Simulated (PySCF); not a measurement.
A geometry optimisation, step by step.

Compound: F2HISi.
Bonds: F1–Si2, Si2–F3, Si2–I4. Hydrogens: H5 on Si2.

Method: PBE0-D3(BJ)/def2-SVP geometry optimisation, gas phase, def2 core potentials past Kr in PySCF 2.14.0; density fitting, grid level 1; the optimiser is geomeTRIC in internal coordinates, started from a GFN2-xTB structure with every atom displaced at random (about 0.01 Å). The frame can shift and turn from step to step; on so coarse a grid that alone can change the energy by a few meV, and forces under 0.02 eV/Å are noise.

Step 0: E = -21417.6550 eV, largest atomic force 2.235 eV/Å
```
atom  x, y, z in Å  |  force x, y, z in eV/Å
F1     -0.665    1.237   -0.715   -0.612   1.979  -0.839
Si2    -0.164   -0.002    0.082    1.649  -1.161  -0.305
F3     -0.755   -1.220   -0.755   -0.102  -0.776  -0.098
I4      2.295   -0.042   -0.057   -0.635  -0.027   0.149
H5     -0.678   -0.009    1.408   -0.301  -0.015   1.093
```

Step 1: E = -21417.7350 eV, largest atomic force 0.740 eV/Å
```
atom  x, y, z in Å  |  force x, y, z in eV/Å
F1     -0.605    1.294   -0.879    0.170  -0.463   0.031
Si2    -0.161   -0.024   -0.055    0.116   0.476   0.554
F3     -0.503   -1.336   -0.909    0.065   0.063  -0.187
I4      2.183    0.089    0.568   -0.120  -0.032  -0.313
H5     -0.882   -0.056    1.228   -0.231  -0.045  -0.085
```

Step 2: E = -21417.7811 eV, largest atomic force 0.223 eV/Å
```
atom  x, y, z in Å  |  force x, y, z in eV/Å
F1     -0.580    1.267   -0.878    0.017  -0.064   0.063
Si2    -0.159   -0.019   -0.007    0.011   0.203   0.093
F3     -0.474   -1.307   -0.907    0.002  -0.107  -0.052
I4      2.190    0.089    0.505    0.032  -0.020  -0.054
H5     -0.945   -0.063    1.240   -0.061  -0.012  -0.050
```

Step 3: E = -21417.7839 eV, largest atomic force 0.050 eV/Å
```
atom  x, y, z in Å  |  force x, y, z in eV/Å
F1     -0.579    1.268   -0.869    0.004   0.010   0.030
Si2    -0.158   -0.015    0.002    0.008   0.049   0.001
F3     -0.468   -1.305   -0.902    0.011  -0.046  -0.008
I4      2.200    0.085    0.488   -0.013  -0.011  -0.018
H5     -0.963   -0.065    1.235   -0.010  -0.002  -0.005
```

Step 4: E = -21417.7843 eV, largest atomic force 0.022 eV/Å
```
atom  x, y, z in Å  |  force x, y, z in eV/Å
F1     -0.579    1.273   -0.862   -0.005   0.013   0.007
Si2    -0.158   -0.013    0.003   -0.014  -0.010  -0.014
F3     -0.465   -1.306   -0.901    0.003   0.002   0.003
I4      2.200    0.080    0.478    0.014  -0.004   0.001
H5     -0.966   -0.067    1.234    0.002  -0.001   0.003
```

**Question.** Summarise the path.

**Answer.** The energy falls by 12.47 kJ/mol from step 0 to step 4; nine tenths of that is first reached at step 2. It falls at every step. The largest force goes from 2.235 to 0.022 eV/Å. Among the bonds Si2–I4 changes most, from 2.463 to 2.407 Å; the atoms move by 0.052 Å rms after alignment.

**Question.** Follow the three bonds and two angles with the largest change from start to end.

**Answer.** 
```json
{"step": "0", "E above end (kJ/mol)": "12.47", "largest force (eV/Å)": "2.235", "Si2–I4 (Å)": "2.463", "Si2–H5 (Å)": "1.423", "F1–Si2 (Å)": "1.556", "F1–Si2–F3 (°)": "102.7", "I4–Si2–H5 (°)": "114.4"}
{"step": "1", "E above end (kJ/mol)": "4.75", "largest force (eV/Å)": "0.740", "Si2–I4 (Å)": "2.428", "Si2–H5 (Å)": "1.472", "F1–Si2 (Å)": "1.616", "F1–Si2–F3 (°)": "109.7", "I4–Si2–H5 (°)": "104.5"}
{"step": "2", "E above end (kJ/mol)": "0.30", "largest force (eV/Å)": "0.223", "Si2–I4 (Å)": "2.407", "Si2–H5 (Å)": "1.474", "F1–Si2 (Å)": "1.609", "F1–Si2–F3 (°)": "106.7", "I4–Si2–H5 (°)": "109.9"}
{"step": "3", "E above end (kJ/mol)": "0.04", "largest force (eV/Å)": "0.050", "Si2–I4 (Å)": "2.409", "Si2–H5 (Å)": "1.474", "F1–Si2 (Å)": "1.607", "F1–Si2–F3 (°)": "106.6", "I4–Si2–H5 (°)": "111.5"}
{"step": "4", "E above end (kJ/mol)": "0.00", "largest force (eV/Å)": "0.022", "Si2–I4 (Å)": "2.407", "Si2–H5 (Å)": "1.474", "F1–Si2 (Å)": "1.607", "F1–Si2–F3 (°)": "106.9", "I4–Si2–H5 (°)": "112.0"}
```

What follows is the cost of the whole optimisation. The run took 12 s of wall time on Intel Xeon Platinum 8488C, one thread, shared host with 96 logical CPUs at a one-minute load of 20, and the process peaked at 0.35 GiB of memory.
